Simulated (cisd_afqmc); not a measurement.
Input (AFQMC/CISD/def2-SVPD; cisd_afqmc is a phaseless AFQMC code with CISD trial states that reads the integrals written by Ansatz):

Ansatz 0.2 input:
```python
import cisd_afqmc

open("ham.yaml", "w").write("""\
crystal:
  periodic: [false, false, false]
  atoms:
    - {symbol: Sb, position_ang: [0.00000000, 0.00000000, 0.00000000]}
basis:
  gaussian:
    orbitals: def2-SVPD
magnetization: {spin_polarized: true, initial_magnetization: 3}
correlation: {method: ccsd, electrons: outside_noble_gas, hamiltonian_folder: ham}
scf: {lower_state_search: full}
""")
rep = cisd_afqmc.ansatz("ham.yaml")
e_ccsd = rep["correlation"]["coupled_cluster"]["energy"]["hartree"]
out = cisd_afqmc.run("ham", e_ccsd, trial="CISD", walkers=200, populations=8, threads=8, dt=0.005, steps=40, early=36, settle=10, least=32,
    cut=5e-5, rank_cut=2e-4, target=0.0004, seconds=1500, seed=1, memory=12960, gpu=False)
```

Output:

```
orbitals 23, occupied [4, 1], factors 104 of 179, rank of the doubles 47 of 98
E(HF) = -239.273527
E(CCSD) on the cut factors = -239.334077, shift to the whole factors 0.000004
Energy of the trial state on the determinant = -239.334167
  tau behind 10.8 of longer steps, mean of the populations' last blocks
   2.0  -239.33522
   4.0  -239.33526
   6.0  -239.33519
   8.0  -239.33546
blocks 399 (5 outliers left out), error by blocks joined: 1: 0.00001, 2: 0.00002, 4: 0.00002, 8: 0.00002, 16: 0.00002
E(AFQMC/CISD) = -239.33520 +/- 0.00002
```
